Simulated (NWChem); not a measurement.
System: C2H4ClFSi; SMILES F[SiH2]/C=C\Cl

```xyz
9

F     -0.0318     2.7425     0.0000
Si     0.4791     1.1961     0.0000
C     -1.0552     0.1335     0.0000
C     -1.0366    -1.1994     0.0000
Cl     0.4414    -2.1042     0.0000
H      1.2951     0.9840     1.2263
H      1.2951     0.9840    -1.2263
H     -2.0425     0.6109     0.0000
H     -1.9222    -1.8413     0.0000
```
Atoms are numbered in this order, from 1.

Computed with NWChem. Medium grid unless said otherwise, to which SCAN and Minnesota functionals are sensitive. All runs use the structure optimised with PBE0/def2-SVP. Hybrids' shares of exact exchange are those that their runs print; pure functionals count as 0. The functionals differ in more than this share.

```csv
row,share of exact exchange,orbital gap (eV)
PBE/def2-TZVP,0.00,4.69
r2SCAN/def2-TZVP,0.00,5.08
TPSSh/def2-TZVP,0.10,5.72
B3LYP/def2-TZVP,0.20,6.36
PBE0/def2-TZVP,0.25,6.79
M06-2X/def2-TZVP,0.54,withheld
```

Q: Fit a straight line of the last column on the one before it, predict the withheld value, and compare with the run.

A: 
1. Means of the 5 shown rows: x = 0.110, y = 5.728. Slope Σ(x − x̄)(y − ȳ)/Σ(x − x̄)² = 0.3911/0.05200 = 7.521; intercept 4.901.
2. The shown rows scatter about the line by 0.129 (root mean square); the largest residual is -0.21, at PBE/def2-TZVP.
3. At x = 0.54 (M06-2X/def2-TZVP; beyond the shown range) the line gives 8.96.
4. The run gives 8.88, -0.08 from the line, 0.6 times the scatter.
